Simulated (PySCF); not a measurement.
# Nonlinear optical response: `C(/N(C)C)(Cl)=C\C=[N+](C)C`, [C$_{7}$H$_{14}$ClN$_{2}$]+, charge +1

Geometry:
| atom | x (Å) | y (Å) | z (Å) |
| --- | --- | --- | --- |
| C1 | 3.392 | 0.135 | 0.467 |
| N2 | 2.152 | 0.847 | 0.757 |
| C3 | 2.256 | 2.263 | 1.084 |
| C4 | 0.955 | 0.276 | 0.712 |
| Cl5 | 0.903 | -1.357 | 0.179 |
| C6 | -0.237 | 0.926 | 1.063 |
| C7 | -1.486 | 0.320 | 0.951 |
| N8 | -2.638 | 0.868 | 1.281 |
| C9 | -3.888 | 0.146 | 1.117 |
| C10 | -2.708 | 2.215 | 1.819 |
| H11 | 3.329 | -0.907 | 0.799 |
| H12 | 4.208 | 0.626 | 1.008 |
| H13 | 3.614 | 0.156 | -0.612 |
| H14 | 2.039 | 2.441 | 2.150 |
| H15 | 3.277 | 2.599 | 0.874 |
| H16 | 1.566 | 2.856 | 0.467 |
| H17 | -0.162 | 1.940 | 1.447 |
| H18 | -1.547 | -0.698 | 0.558 |
| H19 | -4.394 | 0.036 | 2.088 |
| H20 | -4.555 | 0.693 | 0.432 |
| H21 | -3.694 | -0.850 | 0.702 |
| H22 | -2.320 | 2.945 | 1.092 |
| H23 | -2.127 | 2.292 | 2.751 |
| H24 | -3.752 | 2.465 | 2.038 |

Total charge +1.

Method used: quadratic response CAM-B3LYP/def2-SVPD first hyperpolarisability, Taylor convention, gas phase (PySCF). Geometry: PBE0-D3(BJ)/def2-SVP.

Question: What is the first hyperpolarisability, and how does it disperse?

Answer: In au, Taylor convention; the vector part is βᵢ = ⅓ Σⱼ (βᵢⱼⱼ + βⱼᵢⱼ + βⱼⱼᵢ):
```csv
process,λ (nm),β vector norm,β HRS,depolarisation ratio
"static β(0;0,0)",∞,344.7,223.2,2.28
"second harmonic β(−2ω;ω,ω)",1907,378.9,243.5,2.33
"Pockels β(−ω;ω,0)",1907,355.5,–,–
"second harmonic β(−2ω;ω,ω)",1064,481.6,303.7,2.44
"Pockels β(−ω;ω,0)",1064,381.6,–,–
```

Question: Which lowest excitations and polarisabilities go with it?

Answer: S1 4.49 eV (f = 0.795); S2 6.25 eV (f = 0.009); S3 6.39 eV (f = 0.093); isotropic α 128.0 au static, 128.8 au at 1907 nm, 130.7 au at 1064 nm, 131.4 au at 953.5 nm, 141.4 au at 532 nm.
